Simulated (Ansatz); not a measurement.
## C2H5F3Si: structure from calculated spectroscopic constants

These gas-phase data were calculated for one isomer of C2H5F3Si at PBE0-D3(BJ)/def2-SVP (harmonic, unscaled wavenumbers; equilibrium rotational constants with average atomic masses):

```
rotational constants            : 3.749, 2.043, 2.022 GHz
all wavenumbers above 1500 cm⁻¹ : 3161, 3160, 3124, 3070, 3064
dipole moment                   : 2.86 D (PBE0/def2-SVPD)
```

Candidates:

(1) `CC[Si](F)(F)F`, a singlet
(2) `FCC[SiH](F)F`, a singlet

Question: Assign the data to one candidate and say why.

Answer: Candidate (1). No mode falls between 2000 and 2380 cm⁻¹, where the Si–H stretch of (2) would stand.

The same quantities for all candidates:

```
     rotational constants (GHz)   wavenumbers above 1500 cm⁻¹  dipole (D)  E above the lowest, PBE0-D3(BJ)/def2-SVP (kcal/mol)
(1)         3.749, 2.043, 2.022  3161, 3160, 3124, 3070, 3064        2.86                                                  0.0
(2)          5.095, 1.707, 1.49  3140, 3128, 3074, 3068, 2329        2.52                                                 50.2
```

Each candidate is one conformer. Programs: Ansatz 0.2.0.
